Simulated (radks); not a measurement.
Results of a calculation; reference values are marked as such.
All-electron atom: W IV in [Kr] 4d10 4f14 5s2 5p5.75 5d3 5f0.25 (fractional occupations, a model configuration). Level of theory: Dirac Kohn-Sham, PBE, spin-unpolarised, spherical densities, finite nucleus; open shells fill j = l - 1/2 first; Fermi nuclear charge, rms radius 5.3658 fm (a radial shooting solver on a logarithmic mesh with Libxc functionals).

Normalised radial functions P(r) = r R(r) (large component), r in bohr:

| r | 5p1/2 | 5p3/2 | 5d5/2 |
|---|---|---|---|
| 0.002828 | 0.0204 | 0.0073 | 0.0001 |
| 0.003292 | 0.0245 | 0.0096 | 0.0001 |
| 0.003864 | 0.0299 | 0.0128 | 0.0002 |
| 0.004534 | 0.0366 | 0.0169 | 0.0003 |
| 0.005321 | 0.0448 | 0.0224 | 0.0004 |
| 0.006194 | 0.0543 | 0.0290 | 0.0006 |
| 0.007269 | 0.0664 | 0.0379 | 0.0009 |
| 0.00853 | 0.0810 | 0.0491 | 0.0015 |
| 0.01001 | 0.0984 | 0.0631 | 0.0023 |
| 0.01165 | 0.1177 | 0.0793 | 0.0034 |
| 0.01368 | 0.1409 | 0.0998 | 0.0052 |
| 0.01605 | 0.1667 | 0.1236 | 0.0079 |
| 0.01883 | 0.1940 | 0.1505 | 0.0119 |
| 0.02192 | 0.2199 | 0.1779 | 0.0174 |
| 0.02573 | 0.2444 | 0.2067 | 0.0254 |
| 0.03019 | 0.2624 | 0.2324 | 0.0367 |
| 0.03543 | 0.2687 | 0.2505 | 0.0520 |
| 0.04125 | 0.2583 | 0.2553 | 0.0711 |
| 0.04841 | 0.2244 | 0.2408 | 0.0964 |
| 0.0568 | 0.1620 | 0.2002 | 0.1270 |
| 0.06666 | 0.0698 | 0.1292 | 0.1615 |
| 0.0776 | -0.0412 | 0.0342 | 0.1952 |
| 0.09107 | -0.1700 | -0.0869 | 0.2266 |
| 0.1069 | -0.2888 | -0.2123 | 0.2463 |
| 0.1254 | -0.3675 | -0.3146 | 0.2450 |
| 0.146 | -0.3762 | -0.3611 | 0.2156 |
| 0.1713 | -0.2942 | -0.3289 | 0.1490 |
| 0.2011 | -0.1175 | -0.2010 | 0.0458 |
| 0.2359 | 0.1236 | 0.0078 | -0.0834 |
| 0.2747 | 0.3562 | 0.2378 | -0.2108 |
| 0.3223 | 0.5286 | 0.4439 | -0.3209 |
| 0.3783 | 0.5567 | 0.5386 | -0.3752 |
| 0.4439 | 0.4065 | 0.4711 | -0.3503 |
| 0.5168 | 0.1177 | 0.2540 | -0.2471 |
| 0.6064 | -0.2717 | -0.0890 | -0.0666 |
| 0.7117 | -0.6541 | -0.4673 | 0.1596 |
| 0.8351 | -0.9401 | -0.7907 | 0.3949 |
| 0.9722 | -1.0716 | -0.9839 | 0.5932 |
| 1.141 | -1.0524 | -1.0375 | 0.7460 |
| 1.339 | -0.9036 | -0.9494 | 0.8232 |
| 1.571 | -0.6841 | -0.7651 | 0.8202 |
| 1.829 | -0.4670 | -0.5555 | 0.7516 |
| 2.147 | -0.2743 | -0.3498 | 0.6293 |
| 2.519 | -0.1392 | -0.1917 | 0.4809 |
| 2.956 | -0.0599 | -0.0899 | 0.3324 |
| 3.441 | -0.0226 | -0.0372 | 0.2104 |
| 4.038 | -0.0065 | -0.0120 | 0.1141 |
| 4.739 | -0.0015 | -0.0030 | 0.0528 |
| 5.561 | -0.0002 | -0.0006 | 0.0203 |
| 6.474 | 0.0000 | -0.0001 | 0.0067 |
| 7.598 | 0.0000 | 0.0000 | 0.0016 |
| 8.916 | 0.0000 | 0.0000 | 0.0003 |
| 10.46 | 0.0000 | 0.0000 | 0.0000 |
| 12.18 | 0.0000 | 0.0000 | 0.0000 |
| 14.29 | 0.0000 | 0.0000 | 0.0000 |

5p1/2: eigenvalue -80.823 eV, 3 radial nodes at r = 0.0736, 0.218, 0.544 bohr, <r> = 1.17 bohr, 90 % of the charge inside 1.69 bohr. 5p3/2: eigenvalue -70.764 eV, 3 radial nodes at r = 0.0814, 0.235, 0.584 bohr, <r> = 1.26 bohr, 90 % of the charge inside 1.84 bohr. 5d5/2 (empty): eigenvalue -32.111 eV, 2 radial nodes at r = 0.213, 0.637 bohr, <r> = 1.75 bohr, 90 % of the charge inside 2.66 bohr.
